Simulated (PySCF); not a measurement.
Electric properties by functional and basis

C5H10Si.
Geometry (PBE0-D3(BJ)/def2-SVP, Å), atoms numbered from 1 in this order:
```
atom  x, y, z in Å
C1     2.1257   -0.6732    0.3163
C2     2.1573    0.7321   -0.1827
C3     0.8972    0.1960    0.4564
Si4   -0.6199   -0.1300   -0.5614
C5    -2.1798   -0.7871    0.2014
C6    -2.2345    0.7088   -0.1910
H7     2.1088   -1.4841   -0.4190
H8     2.6812   -0.9147    1.2266
H9     2.1613    0.8977   -1.2649
H10    2.7349    1.4712    0.3791
H11    0.6902    0.5608    1.4688
H12   -0.3110   -0.4929   -1.9716
H13   -2.8225   -1.4658   -0.3705
H14   -2.1983   -1.0097    1.2747
H15   -2.2829    1.4247    0.6380
H16   -2.9152    0.9772   -1.0066
```

PySCF, dipoles from the SCF density, polarisabilities from static response with core orbitals frozen. The structure is a single PBE0-D3(BJ)/def2-SVP conformer in the gas phase; no vibrational or solvent corrections.

The anisotropy is √(½[(α1 − α2)² + (α2 − α3)² + (α3 − α1)²]).

| level | μ (D) | α (Å³) | anisotropy (Å³) |
| --- | --- | --- | --- |
| LDA/def2-SVPD | 0.924 | 13.24 | 5.19 |
| PBE/def2-SVPD | 0.933 | 13.06 | 5.15 |
| B3LYP/def2-SVPD | 0.999 | 12.71 | 4.87 |
| PBE0/def2-SVPD | 0.987 | 12.61 | 4.84 |
| BHandHLYP/def2-SVPD | 1.070 | 12.28 | 4.58 |
| CAM-B3LYP/def2-SVPD | 1.035 | 12.47 | 4.62 |
| wB97X-D/def2-SVPD | 1.025 | 12.49 | 4.66 |
| LC-wPBE/def2-SVPD | 1.053 | 12.13 | 4.40 |
| HF/def2-SVPD | 1.182 | 11.86 | 4.22 |
| PBE0/6-31G* | 0.924 | 10.78 | 4.34 |
| PBE0/6-31+G* | 0.984 | 12.07 | 4.90 |
| PBE0/def2-SVP | 0.959 | 11.20 | 4.39 |
| PBE0/aug-cc-pVDZ | 0.964 | 12.96 | 5.05 |
| PBE0/def2-TZVP | 1.010 | 12.43 | 4.91 |

The dipole runs from 0.92 D (LDA/def2-SVPD) to 1.18 D (HF/def2-SVPD). No reference polarisability is at hand; against PBE0 in the largest diffuse basis at hand (aug-cc-pVDZ) the other PBE0 rows deviate by 6-31G* -17%, 6-31+G* -7%, def2-SVP -14%, def2-SVPD -3%, def2-TZVP -4%. In one basis (def2-SVPD) the functionals order the polarisability from HF (lowest) to LDA (highest), a spread of 12%. With PBE0 the polarisability is 11.47 Å³ without diffuse functions (mean of 6-31G*, def2-SVP and def2-TZVP) and 12.55 Å³ with them (mean of 6-31+G*, def2-SVPD and aug-cc-pVDZ).
